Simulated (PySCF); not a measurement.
Species: C₅H₈O₄ (charge -1 and doublet state).
Numbering: `[CH3:1][O:2][C@:3]([CH3:4])([CH:5][O-:6])[O:7][CH:8]=[O:9]` (hydrogens: H10, H11, H12 on C1; H13, H14, H15 on C4; H16 on C5; H17 on C8)

Cartesian coordinates in Å at the GFN2-xTB level; atoms count from 1:
```
atom  x, y, z in Å
C1     1.9771   -0.8205   -0.4014
O2     0.7261   -0.5242   -0.9440
C3    -0.2881   -0.1897    0.0555
C4    -0.0023    1.1686    0.6867
C5    -0.4463   -1.2532    1.0874
O6    -0.3140   -1.0761    2.3346
O7    -1.5054   -0.2275   -0.7104
C8    -1.9870    0.8496   -1.3521
O9    -1.4221    1.8795   -1.7082
H10    2.5253   -1.3930   -1.1522
H11    1.8704   -1.4201    0.5128
H12    2.5439    0.0907   -0.1623
H13    0.2940    1.8832   -0.0757
H14   -0.9045    1.5186    1.1835
H15    0.7775    1.0447    1.4342
H16   -0.7724   -2.2227    0.6816
H17   -3.0790    0.7040   -1.4798
```

The hyperfine couplings belong to this conformer and change with its torsions.

The calculation used PySCF 2.14.0, UKS B3LYP, pcH-1 on C H O, non-relativistic, mean-field spin-orbit, GIAO. Whether the extra electron is bound in the gas phase wasn't checked; a finite basis holds it in any case. The geometry wasn't refined by DFT: couplings that depend on bond lengths, twists or pyramidal angles can differ widely from those at the functional's own minimum, by a factor of two or more for some ions and for spin on atoms past the first row. Stability of the SCF solution: not tested.

Largest spin populations (Mulliken): C5 (+0.43), O6 (+0.31), C8 (+0.13) and C3 (+0.07).

Problem. McConnell's relation a(H) = Q·ρ ties the coupling of a proton on a planar π carbon to the spin population of that carbon. What Q do the computed values give?

Solution. 
```tsv
H	C	ρ(C)	a(H) (G)	a/ρ (G)
H16	C5	+0.428	-11.44	-26.7
H17	C8	+0.133	-2.10	-15.8
```

A least-squares line through the origin gives Q = -25.8 G with Mulliken populations. In every row coupling and population have opposite signs.

Couplings in gauss use g_iso = 2.0038.
